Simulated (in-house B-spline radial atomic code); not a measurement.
## Ionising Te⁷⁺ with different functionals

Computed with a B-spline radial code for spherical atoms: scalar-relativistic (spin-free X2C) Hamiltonian, Fermi nucleus of rms radius 4.7423 fm, spin-polarised at highest spin, spherical fractional occupations for the functionals, the average over the highest-spin determinants for Hartree-Fock. The ionisation energy is the difference of two self-consistent energies, [Kr] 4d9 → [Kr] 4d8, without Breit or QED terms; ε is the level of the shell that loses the electron (its least bound occupied spin orbital). There is no spin-orbit coupling in this Hamiltonian.

Hybrids are left out here: with spherical fractional occupations of an open shell their exact exchange keeps a self-interaction that integer-occupation calculations don't have.

```tsv
method	rung	ΔSCF (eV)	-ε(4d) (eV)
Hartree-Fock	Hartree-Fock	144.81	146.41
LDA VWN5	LDA	146.40	135.33
LDA PW92	LDA	146.39	135.32
LDA exchange-only	LDA	144.24	133.23
PBE	GGA	146.18	135.12
PBEsol	GGA	146.13	135.08
BLYP	GGA	145.94	134.90
RPBE	GGA	146.13	135.08
PW91	GGA	146.29	135.23
BP86	GGA	146.25	135.19
AM05	GGA	146.17	135.10
OLYP	GGA	146.70	135.64
TPSS	meta-GGA	146.14	135.11
SCAN	meta-GGA	146.52	135.61
r2SCAN	meta-GGA	146.58	135.67
revTPSS	meta-GGA	146.07	135.04
```

(1) How do they compare with the NIST value?

Results:

(1) NIST lists 143 eV ± 2.1 (tabulated theory, ground level to ground level). Errors run from +1.24 to +3.70 eV; all lie within about twice that uncertainty, so the table can't rank the methods. Hartree-Fock also lacks correlation.
